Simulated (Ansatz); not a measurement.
Ansatz results at the PBE0-D4/def2-TZVP geometry: HOMO–LUMO gap (PBE/def2-TZVPP) 5.22 eV; HOMO energy (PBE/def2-TZVPP) -7.00 eV; size of the dipole moment (B3LYP/def2-TZVPP) 3.23 D.

Each molecule was computed in one conformer, which needn't be the lowest.

**Question.** Which molecule gave them?
A. `C=[CH][SnH]([CH3])[F]`
B. `C=[C](F)[SnH2][CH3]`
C. `F[Si](F)(F)[SnH3]`
D. `[OH][Sn]([Cl])([Cl])[Br]`

**Answer.** A. The others give `[OH][Sn]([Cl])([Cl])[Br]`: 4.00, -7.77, 1.53; `C=[C](F)[SnH2][CH3]`: 5.35, -6.36, 2.08; `F[Si](F)(F)[SnH3]`: 6.57, -7.68, 2.05.

B3LYP here is the variant with VWN-RPA as its local correlation; programs differ in this.
